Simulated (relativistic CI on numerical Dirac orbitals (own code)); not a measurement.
## Hf64+: sensitivity of the levels to the model

Base calculation: Dirac-Coulomb-Breit CI, separate exchange-only KLI orbitals for each configuration, model QED, unscaled Slater integrals.

CI space (outside the closed core 1s2): 2s2 2p4, 2s 2p5, 2p6, 2p5 3s, 2p5 3p, 2s2 2p3 3s, 2p5 3d, 2s2 2p3 3p, 2s2 2p3 3d, 2s 2p4 3s, 2s 2p4 3p, 2s 2p4 3d, 2s2 2p3 4s, 2s2 2p3 4p, 2s2 2p3 4d, 2s2 2p3 4f, 2s2 2p2 3s2, 2s 2p4 4s, 2s2 2p2 3s 3p, 2s 2p4 4p, 2s2 2p3 5s, 2s 2p4 4d, 2s 2p4 4f, 2s2 2p2 3s 3d, 2s2 2p3 5p, 2s2 2p2 3p2, 2s2 2p3 5d, 2s2 2p3 5f, 2s2 2p3 5g, 2s2 2p2 3p 3d, 2s 2p3 3s2, 2s2 2p2 3d2, 2s 2p3 3s 3p, 2s 2p3 3s 3d, 2s 2p3 3p2, 2s 2p4 5s. Levels of other configurations are missing.

The lowest level and the first level of each name with at least 55 % of one term (blank where a level has no safe partner in the second run):

```csv
Level,Base (eV),Shift (eV)
2s2 2p4 3P_2,0.00,0.00
2s2 2p4 1S_0,58.62,+2.16
2s2 2p4 3P_1,1233.55,-0.23
2s2 2p4 1D_2,1252.45,-0.23
2s 2p5 3P°_2,1625.50,-0.25
2s 2p5 1P°_1,1707.10,+0.13
2s2 2p4 3P_0,2509.95,+4.14
2s 2p5 3P°_0,2870.68,-0.40
2s 2p5 3P°_1,2908.69,-0.18
2p6 1S_0,3371.14,-6.14
2s2 2p3 3p 3P_0,8694.27,+0.71
2s2 2p3 3d 3P°_0,8771.77,+0.38
2s2 2p3 3s 3S°_1,9398.59,+0.62
2s2 2p3 3s 3D°_3,9411.31,+0.49
```

At this charge energies of transitions that change n are usually good to better than 1 %, and those within a shell (Δn = 0) to a few per cent.

**Question.** One thing was changed in a second run, which moved the levels as shown. Which?
A. QED terms removed
B. Breit term removed
C. configuration mixing switched off
D. P86 correlation estimate

**Answer.** C. Configuration mixing switched off. Without mixing, levels that were pushed by configurations of the same parity and J return to their single-configuration places.

LS names give the leading component of a level, which can be under half, so a name can repeat, a term be missing and a line seem to break the LS rules.
